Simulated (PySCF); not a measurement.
**Basis and Hamiltonian dependence of the ionisation energy of Ba**

Ba [Xe] 6s2 (1S) → Ba⁺ [Xe] 6s1 (2S). All values are computed (PySCF 2.14, energy differences of UHF-based or UKS calculations, no spin-orbit coupling). Values in eV.

```tsv
basis	Hamiltonian	functions	UHF	r2SCAN	PBE0	MP2 (valence)	CCSD(T) (valence)	CCSD(T) (valence and next inner shell)
def2-SVP with the def2 core potential (46 electrons)	ECP	30	4.256	4.929	n/a	4.610	4.807	n/a
def2-TZVP with the def2 core potential (46 electrons)	ECP	40	4.262	n/a	n/a	4.660	4.861	n/a
def2-TZVPP with the def2 core potential (46 electrons)	ECP	40	4.262	n/a	n/a	n/a	n/a	4.998
def2-TZVPPD with the def2 core potential (46 electrons)	ECP	40	4.262	4.915	5.106	4.660	4.861	4.998
Sapporo-DKH3-DZP-2012	spin-free X2C	41	4.273	n/a	n/a	4.599	4.871	n/a
aug-cc-pVDZ-X2C	spin-free X2C	54	4.278	4.951	5.155	4.685	4.915	n/a
def2-QZVPPD with the def2 core potential (46 electrons)	ECP	60	4.260	4.914	5.098	4.726	4.909	5.113
ANO-RCC-VTZP	spin-free X2C	72	4.319	5.003	5.197	4.762	4.960	5.187
x2c-TZVPPall	spin-free X2C	85	4.272	4.921	5.125	4.735	4.919	5.145
x2c-TZVPPall with one added diffuse shell each of s, p, d type	spin-free X2C	94	4.272	4.920	5.124	4.737	4.920	5.145
aug-cc-pwCVTZ-X2C	spin-free X2C	109	4.271	4.925	5.118	4.748	4.926	5.159
aug-cc-pVQZ-X2C	spin-free X2C	118	4.274	4.931	5.134	4.755	4.923	n/a
aug-cc-pwCVTZ-X2C with one added diffuse shell each of s, p, d, f type	spin-free X2C	125	4.271	4.925	5.118	4.748	n/a	n/a
x2c-QZVPPall	spin-free X2C	139	4.271	n/a	n/a	4.757	4.926	n/a
```

Frozen in the all-electron rows: valence: [Xe]; valence and next inner shell: [Kr] 4d10; with a core potential, the same shells as far as they lie outside it.

Reference for a calculation without spin-orbit coupling: 5.212 eV (measured, between term centres; NIST).
